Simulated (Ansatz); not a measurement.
Stepwise reaction of `[OH][W]([OH])(=[S])=[S]` with hydrogen chloride, as a gas-phase model of exchange steps in deposition or etching. ΔE in kJ/mol; ΔG adds harmonic PBE0-D4 terms to CCSD(T)/CBS, at 1 bar.

Program: Ansatz. Geometries: PBE0-D4/def2-TZVP. ΔE: electronic, gas phase. CCSD(T)/CBS is the MP2 limit (def2-TZVPP, def2-QZVPP) plus CCSD(T) − MP2 in def2-TZVPP, frozen cores. This one scheme is used for every species. Functionals use def2-TZVPP. B3LYP here is the variant with VWN-RPA as its local correlation; programs differ in this. Elements past krypton have def2 core potentials. For W outer-core shells are correlated without core-valence functions, which leaves a few kJ/mol of doubt a bond. One conformer a species, not always the lowest.

```tsv
step	reaction	PBE-D4	B3LYP-D4	ωB97M-V	CCSD(T)/CBS	ΔG(400 K)
2	`[OH][W](=[S])(=[S])[Cl]` + HCl → `[S]=[W](=[S])([Cl])[Cl]` + H₂O	-22.6	-21.4	-17.8	-28.9	-21.4
```

**Question.** Give the row of step 1, `[OH][W]([OH])(=[S])=[S]` + HCl → `[OH][W](=[S])(=[S])[Cl]` + H₂O. (An estimate is asked.)

**Answer.** The calculation gave: 
```
step                                                           reaction  PBE-D4  B3LYP-D4  ωB97M-V  CCSD(T)/CBS  ΔG(400 K)
   1  `[OH][W]([OH])(=[S])=[S]` + HCl → `[OH][W](=[S])(=[S])[Cl]` + H₂O   -28.0     -26.6    -23.6        -33.7      -27.4
```

**Question.** By hand: ΔE of the 2 steps together at CCSD(T)/CBS.

**Answer.** (-33.7) + (-28.9) = -62.6 kJ/mol, or -31.3 kJ/mol a step.

In ΔE the steps differ by no more than 4.8 kJ/mol. All are downhill at CCSD(T)/CBS. ΔG lies between -27.4 and -21.4 kJ/mol a step. PBE-D4 differs from CCSD(T)/CBS by 5.7 to 6.3 kJ/mol a step. Isolated molecules leave out the surface, adducts and barriers. Largest T1 diagnostic: 0.023.
